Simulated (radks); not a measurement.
Results of a calculation; reference values are marked as such.
S, 16 electrons, occupied as [Ne] 3s2 3p(up 2, down 2) (spins set by hand, not the high-spin state).

Level of theory: scalar-relativistic Kohn-Sham, r2SCAN, spin-polarised, spherical densities, finite nucleus; meta-GGA in the generalised Kohn-Sham scheme; Fermi nuclear charge, rms radius 3.2611 fm (a radial shooting solver on a logarithmic mesh with Libxc functionals).

Energy parts (Ry):
| part | energy |
|---|---|
| total | -798.35392 |
| kinetic | 801.41655 |
| electron-nucleus | -1903.17123 |
| Hartree | 354.61295 |
| exchange-correlation | -51.21219 |

Orbitals (lengths in bohr, moments of r in powers of bohr):
\begin{tabular}{lrrr}
orbital & occ. & eigenvalue (Ry) & <r> \\ \hline
1s & 2 & -177.8227 & 0.09687 \\
2s & 2 & -15.91984 & 0.4771 \\
2p & 6 & -11.70907 & 0.4418 \\
3s & 2 & -1.32079 & 1.707 \\
3p & 4 & -0.53067 & 2.063 \\
\end{tabular}

The highest occupied level is 3p at -7.220 eV. Summed over all electrons, <r^2> = 29.24 bohr^2, which gives a Langevin (diamagnetic) susceptibility term of -23.2 x 10^-6 cm^3/mol. The density falls to 0.001 e/bohr^3 at r = 4.07 bohr. The electron density at the nucleus is 2951 e/bohr^3 (large components only).
